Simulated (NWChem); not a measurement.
Program: NWChem. System: H₃BN, charge 0, spin multiplicity 2, at a geometry optimised with UB3LYP/def2-SVP. The structure started from a generated list of species. Its SCF solution wasn't tested for a lower state. Level: UHF/def2-TZVP.

Job file:

```
start mol
memory heap 200 mb stack 900 mb global 1100 mb
geometry units angstroms nocenter noautoz
  B      0.686454    -0.102376     0.000000
  N     -0.630132     0.097522     0.000000
  H      1.461693     0.840100     0.000000
  H      1.143952    -1.234422     0.000000
  H     -1.626991     0.223550     0.000000
  symmetry group Cs
end
basis spherical
  * library def2-tzvp
end
scf
  uhf
  nopen 1
  maxiter 100
  thresh 1e-7
  semidirect memsize 60000000 filesize 0
  # guess.movecs holds the orbitals of an unrestricted PBE0 run
  vectors input guess.movecs output mol.movecs
end
task scf energy
```

Output (cleaned and shortened):

```
             Northwest Computational Chemistry Package (NWChem) 7.3.0
             --------------------------------------------------------

                                NWChem Input Module
                                -------------------

 Scaling coordinates for geometry "geometry" by  1.889725989
 (inverse scale =  0.529177249)

 Turning off AUTOSYM since
 SYMMETRY directive was detected!

                             Geometry "geometry" -> ""
                             -------------------------

 Output coordinates in angstroms (scale by  1.889725989 to convert to a.u.)

  No.       Tag          Charge          X              Y              Z
 ---- ---------------- ---------- -------------- -------------- --------------
    1 B                    5.0000     0.68645400    -0.10237600     0.00000000
    2 N                    7.0000    -0.63013200     0.09752200     0.00000000
    3 H                    1.0000     1.46169300     0.84010000     0.00000000
    4 H                    1.0000     1.14395200    -1.23442200     0.00000000
    5 H                    1.0000    -1.62699100     0.22355000     0.00000000

 Effective nuclear repulsion energy (a.u.)      26.9901164708

            Nuclear Dipole moment (a.u.)
            ----------------------------
        X                 Y               Z
 ---------------- ---------------- ----------------
     0.0000000000     0.0000037795     0.0000000000

      Symmetry information
      --------------------

 Group name             Cs
 Group number              2
 Group order               2
 No. of unique centers     5

      Symmetry unique atoms

     1    2    3    4    5


 Summary of "ao basis" -> "" (spherical)
 ------------------------------------------------------------------------------
       Tag                 Description            Shells   Functions and Types
 ---------------- ------------------------------  ------  ---------------------
 *                         def2-tzvp                  on all atoms

 Summary of "ao basis" -> "ao basis" (spherical)
 ------------------------------------------------------------------------------
       Tag                 Description            Shells   Functions and Types
 ---------------- ------------------------------  ------  ---------------------
 B                         def2-tzvp                11       31   5s3p2d1f
 N                         def2-tzvp                11       31   5s3p2d1f
 H                         def2-tzvp                 4        6   3s1p

                                 NWChem SCF Module
                                 -----------------

  ao basis        = "ao basis"
  functions       =    80
  atoms           =     5
  alpha electrons =     8
  beta  electrons =     7
  charge          =   0.00
  wavefunction    = UHF
  use symmetry    = T
  symmetry adapt  = T

 Summary of "ao basis" -> "ao basis" (spherical)
 ------------------------------------------------------------------------------
       Tag                 Description            Shells   Functions and Types
 ---------------- ------------------------------  ------  ---------------------
 B                         def2-tzvp                11       31   5s3p2d1f
 N                         def2-tzvp                11       31   5s3p2d1f
 H                         def2-tzvp                 4        6   3s1p

      Symmetry analysis of basis
      --------------------------

        a'         57
        a"         23

 Forming initial guess at       0.0s

   Symmetry analysis of molecular orbitals - initial alpha
   -------------------------------------------------------

  Numbering of irreducible representations:

     1 a'          2 a"

  Orbital symmetries:

     1 a'          2 a'          3 a'          4 a'          5 a'
     6 a'          7 a"          8 a'          9 a"         10 a'
    11 a'         12 a'         13 a'         14 a'         15 a"
    16 a'         17 a'         18 a'

   Symmetry analysis of molecular orbitals - initial beta
   ------------------------------------------------------

  Numbering of irreducible representations:

     1 a'          2 a"

  Orbital symmetries:

     1 a'          2 a'          3 a'          4 a'          5 a'
     6 a'          7 a"          8 a'          9 a"         10 a'
    11 a'         12 a'         13 a'         14 a'         15 a"
    16 a'         17 a'         18 a'

 Starting SCF solution at       0.0s

 ----------------------------------------------
         Quadratically convergent UHF

 Convergence threshold     :          1.000E-07
 Maximum no. of iterations :          100
 Integral*density screening:          1.000E-09
 ----------------------------------------------

              iter       energy          gnorm     gmax       time
             ----- ------------------- --------- --------- --------
                 1      -80.8562483057  3.84D-01  9.45D-02      0.3
                 2      -80.8732697552  2.58D-02  9.76D-03      0.4
                 3      -80.8734856632  4.45D-04  1.22D-04      0.6
                 4      -80.8734857889  2.40D-07  7.37D-08      0.8
                 5      -80.8734857889  6.21D-09  1.97D-09      1.0

       Final UHF  results
       ------------------

         Total SCF energy =    -80.873485788923
      One electron energy =   -162.010310098191
      Two electron energy =     54.146707838465
 Nuclear repulsion energy =     26.990116470803

                       Sz =      0.5000
                 Sz(Sz+1) =      0.7500
                      S^2 =      0.7751

        Time for solution =      0.9s
[...]
   11    0.1612
   12    0.1792
   13    0.1833
   14    0.2689
   15    0.2923
   16    0.3380
   17    0.4523
   18    0.4905

          Final beta eigenvalues
          ----------------------

              1
    1  -15.5643
    2   -7.5996
    3   -1.0664
    4   -0.7586
    5   -0.5654
    6   -0.4800
    7   -0.4307
    8    0.0825
    9    0.1244
   10    0.1308
   11    0.1616
   12    0.1842
   13    0.1895
   14    0.2724
   15    0.2820
   16    0.3727
   17    0.4669
   18    0.5265

                    UHF Final Alpha Molecular Orbital Analysis
                    ------------------------------------------

 Vector    6  Occ=1.000000D+00  E=-5.885776D-01  Symmetry=a'
              MO Center=  1.0D+00, -9.7D-02, -2.5D-15, r^2= 1.6D+00
   Bfn.  Coefficient  Atom+Function         Bfn.  Coefficient  Atom+Function
  ----- ------------  ---------------      ----- ------------  ---------------
     6      0.234922  1 B  px                64      0.201233  3 H  s
     4      0.189805  1 B  s                 70      0.184622  4 H  s
     3      0.160033  1 B  s                  9      0.150899  1 B  px

 Vector    7  Occ=1.000000D+00  E=-4.832511D-01  Symmetry=a"
              MO Center= -5.0D-01,  7.7D-02,  1.7D-15, r^2= 9.8D-01
   Bfn.  Coefficient  Atom+Function         Bfn.  Coefficient  Atom+Function
  ----- ------------  ---------------      ----- ------------  ---------------
    39      0.407579  2 N  pz                42      0.393231  2 N  pz
    45      0.268833  2 N  pz

 Vector    8  Occ=1.000000D+00  E=-4.243834D-01  Symmetry=a'
              MO Center=  6.2D-01, -9.6D-02, -7.7D-17, r^2= 2.2D+00
   Bfn.  Coefficient  Atom+Function         Bfn.  Coefficient  Atom+Function
  ----- ------------  ---------------      ----- ------------  ---------------
    38      0.272645  2 N  py                41      0.265898  2 N  py
    70      0.215283  4 H  s                 64     -0.213302  3 H  s
    44      0.207796  2 N  py                 7     -0.198578  1 B  py
    10     -0.187284  1 B  py                65     -0.181145  3 H  s
    71      0.181973  4 H  s

 Vector    9  Occ=0.000000D+00  E= 1.204345D-01  Symmetry=a"
              MO Center=  8.9D-01, -1.3D-01, -2.7D-14, r^2= 4.9D+00
   Bfn.  Coefficient  Atom+Function         Bfn.  Coefficient  Atom+Function
  ----- ------------  ---------------      ----- ------------  ---------------
    14      1.046473  1 B  pz                45     -0.456604  2 N  pz
     8      0.184515  1 B  pz                39     -0.158083  2 N  pz

 Vector   10  Occ=0.000000D+00  E= 1.251087D-01  Symmetry=a'
              MO Center= -1.6D+00,  2.0D-01,  8.9D-14, r^2= 5.0D+00
   Bfn.  Coefficient  Atom+Function         Bfn.  Coefficient  Atom+Function
  ----- ------------  ---------------      ----- ------------  ---------------
    36      2.116622  2 N  s                 77     -1.677224  5 H  s
     5     -1.481439  1 B  s                 12      0.600051  1 B  px
    43     -0.585052  2 N  px                 4      0.550059  1 B  s
    35     -0.261984  2 N  s                 71      0.233063  4 H  s
    65      0.217169  3 H  s                 34      0.213658  2 N  s

 Vector   11  Occ=0.000000D+00  E= 1.612152D-01  Symmetry=a'
              MO Center=  1.6D+00, -2.3D-01, -4.7D-14, r^2= 7.0D+00
   Bfn.  Coefficient  Atom+Function         Bfn.  Coefficient  Atom+Function
  ----- ------------  ---------------      ----- ------------  ---------------
     5      3.318312  1 B  s                  4     -1.337716  1 B  s
    65     -1.161880  3 H  s                 71     -1.139800  4 H  s
    12      1.024255  1 B  px                77     -0.700816  5 H  s
    43     -0.298276  2 N  px                36      0.283863  2 N  s
     9     -0.231775  1 B  px                 3      0.173877  1 B  s

                     UHF Final Beta Molecular Orbital Analysis
                     -----------------------------------------

 Vector    5  Occ=1.000000D+00  E=-5.654207D-01  Symmetry=a'
              MO Center=  9.9D-01, -1.5D-01, -2.8D-15, r^2= 1.6D+00
   Bfn.  Coefficient  Atom+Function         Bfn.  Coefficient  Atom+Function
  ----- ------------  ---------------      ----- ------------  ---------------
     6      0.256243  1 B  px                 4      0.197520  1 B  s
     9      0.187911  1 B  px                64      0.163604  3 H  s
    70      0.163477  4 H  s                  3      0.154408  1 B  s
    37     -0.155020  2 N  px

 Vector    6  Occ=1.000000D+00  E=-4.799963D-01  Symmetry=a'
              MO Center=  9.3D-01, -1.4D-01,  1.1D-16, r^2= 1.7D+00
   Bfn.  Coefficient  Atom+Function         Bfn.  Coefficient  Atom+Function
  ----- ------------  ---------------      ----- ------------  ---------------
     7      0.300066  1 B  py                10      0.249279  1 B  py
    64      0.195482  3 H  s                 70     -0.194730  4 H  s

 Vector    7  Occ=1.000000D+00  E=-4.306907D-01  Symmetry=a"
              MO Center= -4.1D-01,  6.3D-02, -2.1D-16, r^2= 1.2D+00
   Bfn.  Coefficient  Atom+Function         Bfn.  Coefficient  Atom+Function
  ----- ------------  ---------------      ----- ------------  ---------------
    39      0.367691  2 N  pz                42      0.350850  2 N  pz
    45      0.282667  2 N  pz                 8      0.171871  1 B  pz

 Vector    8  Occ=0.000000D+00  E= 8.254841D-02  Symmetry=a'
              MO Center= -3.4D-01,  6.4D-02,  1.1D-16, r^2= 2.7D+00
   Bfn.  Coefficient  Atom+Function         Bfn.  Coefficient  Atom+Function
  ----- ------------  ---------------      ----- ------------  ---------------
    65      0.858412  3 H  s                 71     -0.846737  4 H  s
    13     -0.740148  1 B  py                44     -0.458449  2 N  py
    38     -0.273845  2 N  py                41     -0.252522  2 N  py

 Vector    9  Occ=0.000000D+00  E= 1.244280D-01  Symmetry=a"
              MO Center=  8.4D-01, -1.3D-01,  3.4D-14, r^2= 4.8D+00
   Bfn.  Coefficient  Atom+Function         Bfn.  Coefficient  Atom+Function
  ----- ------------  ---------------      ----- ------------  ---------------
    14      1.040399  1 B  pz                45     -0.529577  2 N  pz
     8      0.177831  1 B  pz                39     -0.178546  2 N  pz

 Vector   10  Occ=0.000000D+00  E= 1.307635D-01  Symmetry=a'
              MO Center= -1.4D+00,  1.8D-01, -4.6D-14, r^2= 5.5D+00
   Bfn.  Coefficient  Atom+Function         Bfn.  Coefficient  Atom+Function
  ----- ------------  ---------------      ----- ------------  ---------------
    36      2.255060  2 N  s                  5     -1.738225  1 B  s
    77     -1.576880  5 H  s                 12      0.630102  1 B  px
     4      0.573758  1 B  s                 43     -0.507828  2 N  px
    35     -0.282106  2 N  s                 71      0.277668  4 H  s
    65      0.259001  3 H  s                 34      0.204954  2 N  s

 center of mass
 --------------
 x =  -0.01887887 y =   0.00447629 z =   0.00000000

 moments of inertia (a.u.)
 ------------------
           9.091158461479           7.805262438874           0.000000000000
           7.805262438874          60.297745952045           0.000000000000
           0.000000000000           0.000000000000          69.388904413525

  Mulliken analysis of the total density
  --------------------------------------

    Atom       Charge   Shell Charges
 -----------   ------   -------------------------------------------------------
    1 B    5     4.99   0.91  1.07  0.47  0.47  0.04  0.95  0.82  0.10  0.06  0.06  0.02
    2 N    7     7.31   0.82  1.16  0.55  0.77  0.14  1.47  1.65  0.73  0.00  0.02  0.00
    3 H    1     1.01   0.25  0.53  0.22  0.01
    4 H    1     1.01   0.25  0.53  0.22  0.01
    5 H    1     0.69   0.24  0.37  0.04  0.04

  Mulliken analysis of the alpha density
  --------------------------------------

    Atom       Charge   Shell Charges
 -----------   ------   -------------------------------------------------------
    1 B    5     2.34   0.46  0.53  0.23  0.21  0.02  0.44  0.34  0.03  0.04  0.04  0.01
    2 N    7     4.23   0.41  0.58  0.29  0.41  0.08  0.95  1.06  0.44  0.00  0.01  0.00
    3 H    1     0.56   0.14  0.29  0.13  0.00
    4 H    1     0.56   0.14  0.29  0.13  0.00
    5 H    1     0.31   0.11  0.16  0.01  0.02

   Mulliken analysis of the beta density
   -------------------------------------

    Atom       Charge   Shell Charges
 -----------   ------   -------------------------------------------------------
    1 B    5     2.65   0.46  0.53  0.25  0.26  0.03  0.52  0.48  0.07  0.03  0.03  0.01
    2 N    7     3.08   0.41  0.58  0.26  0.35  0.06  0.52  0.59  0.29  0.00  0.01  0.00
    3 H    1     0.45   0.11  0.23  0.09  0.01
    4 H    1     0.45   0.11  0.23  0.09  0.01
    5 H    1     0.38   0.13  0.21  0.02  0.02

   Mulliken analysis of the spin density
   -------------------------------------

    Atom       Charge   Shell Charges
 -----------   ------   -------------------------------------------------------
    1 B    5    -0.31  -0.00  0.00 -0.02 -0.05 -0.01 -0.08 -0.13 -0.04  0.01  0.01  0.00
    2 N    7     1.14   0.00 -0.00  0.03  0.06  0.02  0.43  0.47  0.14 -0.00 -0.00 -0.00
    3 H    1     0.11   0.02  0.06  0.03 -0.00
    4 H    1     0.11   0.02  0.06  0.04 -0.00
    5 H    1    -0.06  -0.02 -0.04 -0.01  0.01

       Multipole analysis of the density wrt the origin
       ------------------------------------------------

     L   x y z        total         alpha         beta         nuclear
     -   - - -        -----         -----         ----         -------
     0   0 0 0     -0.000000     -8.000000     -7.000000     15.000000

     1   1 0 0     -0.683682      0.121868     -0.805549      0.000000
     1   0 1 0      0.091244     -0.031589      0.122830      0.000004
     1   0 0 1      0.000000      0.000000      0.000000      0.000000

     2   2 0 0     -7.999789    -25.427316    -22.667784     40.095311
     2   1 1 0     -0.355305      2.277446      2.114654     -4.747406
     2   1 0 1      0.000000      0.000000      0.000000      0.000000
     2   0 2 0    -10.631665    -10.627365     -8.569564      8.565263
     2   0 1 1      0.000000      0.000000     -0.000000      0.000000
     2   0 0 2    -10.451148     -5.287247     -5.163901      0.000000

 Task  times  cpu:        1.0s     wall:        1.0s

 Total times  cpu:        1.0s     wall:        1.0s
```
